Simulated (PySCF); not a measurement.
Isomers of H2B2O. Gas-phase values, no solvent. One relaxed conformer stands for each flexible species; it need not be the lowest. Strings in code marks are SMILES.

Computed with PBE-D3(BJ)/def2-TZVP // B3LYP-D3(BJ)/def2-TZVP in PySCF. Excitations are Tamm–Dancoff values on a coarser integration grid. The basis has no diffuse functions, so Rydberg states are missing or too high.

```csv
species,LUMO (eV),T1 excitation (TDA) (eV)
`B1BO1`,-2.67,2.97
`B(=B\[H])/O` (B–B–O–H torsion 180°),-4.51,___
`B(=O)B` (H–B–B–O torsion 29°),-4.46,3.84
```

Question: Complete the blanks.

Answer: 
- `B(=B\[H])/O` (B–B–O–H torsion 180°), T1 excitation (TDA) (eV): 2.92
